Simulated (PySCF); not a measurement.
Stretching ZnH⁺

Set-up: Zn def2-TZVPPD, H def2-TZVPPD; no relativity (PySCF 2.14). Energies in eV from Zn⁺ + H in their ground configurations at the same level. State: ¹Σ⁺ (singlet), closed shell.

```
R (Å)  BHandHLYP
1.316     -1.810
1.377     -2.044
1.438     -2.179
1.484     -2.229
1.530     -2.244
1.576     -2.229
1.637     -2.174
1.714     -2.060
1.805     -1.878
1.928     -1.587
```

Task: Put a parabola through the three lowest points of the BHandHLYP curve and estimate Re, k and ωe (reduced mass 0.9922 u; 1 eV/Å² = 0.16022 mdyn/Å; ωe = 1302.8·√(k/μ) cm⁻¹).

Result: Through R = 1.484, 1.53, 1.576 Å the second-order coefficient is 7.09 eV/Å², so Re ≈ 1.530 Å, k ≈ 2.27 mdyn/Å and ωe ≈ 1971 cm⁻¹. A polynomial fit of higher order to the unrounded BHandHLYP energies gives Re = 1.529 Å, k = 2.22 mdyn/Å, ωe = 1947 cm⁻¹; anharmonicity and rounding make the difference.

The higher-order fit for each curve: BHandHLYP: Re = 1.529 Å, ωe = 1947 cm⁻¹, De = 2.24 eV.

For an ion De counts to the pair picked by the measured ionisation energies or electron affinities, which need not be the lowest pair at this level.
